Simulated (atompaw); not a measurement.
## An all-electron radial function and its pseudo partner (Nb (Z = 41))

Columns: radius, all-electron u(r) and pseudo u(r) of the 4s shell (level -64.81 eV) of niobium in the configuration [Ar] 3d10 4s2 4p6 4d4 5s0 5p0; PBE, scalar-relativistic, PAW (atompaw) scheme, atompaw 4.2.0.5.

```
r (bohr)  all-electron  pseudo
   0.100        0.3662  0.2273
   0.200       -0.1023  0.4450
   0.300       -0.5483  0.6441
   0.400       -0.4842  0.8170
   0.500       -0.1297  0.9581
   0.600        0.2833  1.0639
   0.700        0.6325  1.1329
   0.800        0.8771  1.1660
   0.900        1.0183  1.1659
   1.000        1.0737  1.1367
   1.100        1.0649  1.0838
   1.200        1.0129  1.0127
   1.300        0.9349  0.9294
   1.400        0.8437  0.8390
   1.500        0.7484  0.7462
   1.600        0.6551  0.6546
   1.700        0.5673  0.5673
   1.800        0.4872  0.4872
   1.900        0.4154  0.4154
   2.000        0.3521  0.3521
   2.100        0.2971  0.2971
   2.200        0.2496  0.2496
   2.300        0.2090  0.2090
   2.400        0.1745  0.1745
   2.500        0.1453  0.1453
   2.600        0.1208  0.1208
```

(1) How many radial nodes do the two functions have?

(2) At about which radius was the pseudo-wave matched?

(3) Where does each function peak?

(4) Is the pseudo-wave norm-conserving?

Results:

(1) The all-electron 4s function has n − l − 1 = 3 (the table is too coarse to show those close to the nucleus); the pseudo-wave has 0, since the states of the same l below it are removed with the core.

(2) 1.75 bohr, where the columns begin to agree (steps of 0.10 bohr).

(3) Outermost all-electron maximum near 1.00 bohr, pseudo maximum near 0.80 bohr (to the table’s step).

(4) No, it belongs to a PAW set: the norm inside the radius is not constrained, and the difference is carried by the augmentation charge.
